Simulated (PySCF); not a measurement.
How methods differ on the excitation energy of Mn²⁺

Mn²⁺ [Ar] 3d5 (6S) → Mn²⁺ [Ar] 3d4 4p1 (high-spin determinant), as a difference of total energies. All numbers are calculated (PySCF 2.14, no relativity, point nucleus, in dyall-av2z). Correlated levels: valence: [Ar] frozen; virtual orbitals above 40 to 60 times the deepest correlated orbital energy dropped. The calculations carry no spin-orbit coupling.

```
           method  excitation energy (eV)
              UHF                  13.395
    MP2 (valence)                  13.943
SCS-MP2 (valence)                  13.578
   CCSD (valence)                  13.935
CCSD(T) (valence)                  13.941
```

Task: How much does correlation contribute at CCSD(T) (valence)?

Result: 13.941 − (13.395) = 0.546 eV, measured against UHF.

A first-order spin-orbit estimate (lowest level to lowest level, LS coupling) adds -0.097 eV.

The determinant of the upper state mixes LS terms, which raises its energy above the lowest term, most at the Hartree-Fock and MP2 levels.
